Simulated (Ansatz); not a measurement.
Reaction (formal hydrolysis of the Si–B bond): `B[SiH2]N[SiH3]` + H₂O → `O[SiH2]N[SiH3]` + BH₃

Gas-phase electronic energies from Ansatz, PBE0-D4/def2-TZVP geometries. CBS: MP2 limit from def2 TZ/QZ plus the TZ coupled-cluster correction, frozen cores. This one scheme is used for every species. Functionals use def2-TZVPP. Each species was taken in one conformer, which may not be the lowest.

```
          level  ΔE (kJ/mol)
        PBE0-D4       -114.3
         B2PLYP       -134.3
           PBE0       -115.2
CCSD/def2-TZVPP       -129.9
```

**Question.** What does CCSD(T)/CBS give? (Best estimate.)

**Answer.** Ansatz gave: -126.3 kJ/mol. The listed levels differ from it by 12.0, -8.0, 11.1, -3.6 kJ/mol.

Largest T1 diagnostic among the species: 0.011.

In def2-TZVPP, CCSD(T) changes the Hartree–Fock value by +20.8 kJ/mol (the triples alone add +1.7 kJ/mol) and MP2 by +12.1 kJ/mol. From PBE to PBE0 (25 % exact exchange), in def2-TZVPP and without D4, ΔE moves by −6.4 kJ/mol.
